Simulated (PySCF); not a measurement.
H2OSi, neutral, multiplicity 1.

```xyz
4

Si     0.1007     0.6300     0.0000
H     -1.4326     0.8430     0.0000
O      0.0962    -1.0225     0.0000
H     -0.7461    -1.4832     0.0000
```
Charge 0, spin multiplicity 1.

Geometry: PBE0-D3(BJ)/def2-TZVP.

Method: B3LYP/pcSseg-2 in PySCF. Non-relativistic, no solvent.

Computed absolute GIAO shielding of each atom: isotropic value and principal components (ppm):
| atom | σ(iso) | σ11 | σ22 | σ33 | span |
|---|---|---|---|---|---|
| Si1 | -64.6 | -713.0 | 210.7 | 308.6 | 1021.7 |
| H2 | 22.6 | 18.1 | 21.1 | 28.4 | 10.3 |
| O3 | 65.0 | -145.9 | 4.5 | 336.5 | 482.4 |
| H4 | 23.6 | 20.0 | 20.5 | 30.3 | 10.3 |
